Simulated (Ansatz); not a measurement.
Input file for Ansatz (an electronic-structure program): R-CCSD(T)/cc-pV(D+d)Z on HCl (SMILES Cl). The basis file is the Basis Set Exchange's JSON of that set.

Ansatz 0.2 input:
```yaml
crystal:
  periodic: [false, false, false]
  atoms:
    - {symbol: Cl, position_ang: [-0.00000000, -0.00000000, 0.64100645]}
    - {symbol: H, position_ang: [0.00000000, 0.00000000, -0.64100645]}
basis:
  gaussian:
    orbitals: cc-pV_D+d_Z.json
magnetization: {spin_polarized: false}
correlation: {method: ccsd_t, electrons: outside_noble_gas}
scf: {lower_state_search: off}
```

Output:

```
WARN ansatz: RAYON_NUM_THREADS=4 ignored (pool sized by the plan → 4); use --threads N
Functional definition: HF
these checks for a lower state are left out or cut short: stability, starts, cluster_reference, orbital_swaps, neighbouring_geometries, increment
integrals: 0.00 GiB planned
284 factors; integrals over basis functions are off by at most 6.2e-4 eV
mean field: 0.05 GiB planned
mean field evaluation 1: about -12519.3049 eV, gradient 1.1e1 eV
mean field evaluation 2: about -12519.3054 eV, gradient 1.1e1 eV
mean field evaluation 4: about -12519.7235 eV, gradient 9.9e-1 eV
mean field evaluation 8: about -12519.7286 eV, gradient 1.2e-3 eV
mean field -12519.72859712 eV, -460.0915397672 hartree, gradient 4.6e-6 eV, S^2 0.000000; 0 other end points of the search recorded, 0 dependent functions left out
5 core orbitals not correlated
reference -12519.72859712 eV, -460.0915397672 hartree; 4, 4 occupied and 19, 19 virtual orbitals, 284 factors
second order -4.05895805 eV of doubles, -0.00000000 eV of singles
coupled cluster: 0.05 GiB planned
cycle   1  -4.44142875 eV  change   -3.8e-1 eV  update   3.4e-2
cycle   2  -4.54207343 eV  change   -1.0e-1 eV  update   1.1e-2
cycle   3  -4.54698781 eV  change   -4.9e-3 eV  update   2.0e-3
cycle   4  -4.54709747 eV  change   -1.1e-4 eV  update   3.7e-4
cycle   5  -4.54698286 eV  change    1.1e-4 eV  update   8.2e-5
cycle   6  -4.54698503 eV  change   -2.2e-6 eV  update   1.6e-5
cycle   7  -4.54698703 eV  change   -2.0e-6 eV  update   3.5e-6
perturbative correction -0.07557234 eV, -0.0027772323 hartree
Total energy: -12524.35115649 eV, -460.2614156910 hartree
Checks for a lower state left out: stability, starts, cluster_reference, orbital_swaps, neighbouring_geometries, increment
```

Self-consistency was reached.

Cost: around 0.3 core-seconds (rough).
